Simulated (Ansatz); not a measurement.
Program: Ansatz. Geometries: PBE0-D4/def2-TZVP. ΔE: electronic, gas phase. CBS: MP2 limit from def2 TZ/QZ plus the TZ coupled-cluster correction, frozen cores. This one scheme is used for every species. DFT in def2-TZVPP. B3LYP here is the variant with VWN-RPA as its local correlation; programs differ in this. One conformer a species, not always the lowest.

Consider the hydrogenolysis of the Si–O bond: `O[Si](F)([SiH3])Cl` + H₂ → `F[SiH]([SiH3])Cl` + H₂O.

```tsv
level	ΔE (eV)
PBE-D4	0.98
BLYP-D4	1.06
B3LYP-D4	1.04
r2SCANh-D4	1.07
PBE	0.93
revPBE	0.88
CAM-B3LYP	1.02
CCSD/def2-SVP	0.88
```

Question: What does CCSD(T)/CBS give? (An estimate is asked.)

Answer: Ansatz gave: +1.00 eV. The listed levels differ from it by -0.02, 0.06, 0.04, 0.07, -0.07, -0.12, 0.02, -0.12 eV.

Largest T1 diagnostic among the species: 0.012.

From BLYP to BHLYP (50 % exact exchange), in def2-TZVPP and without D4, ΔE moves by +0.03 eV. At CCSD(T), def2-SVP lies −0.10 eV from the extrapolated value and def2-TZVPP +0.01 eV.
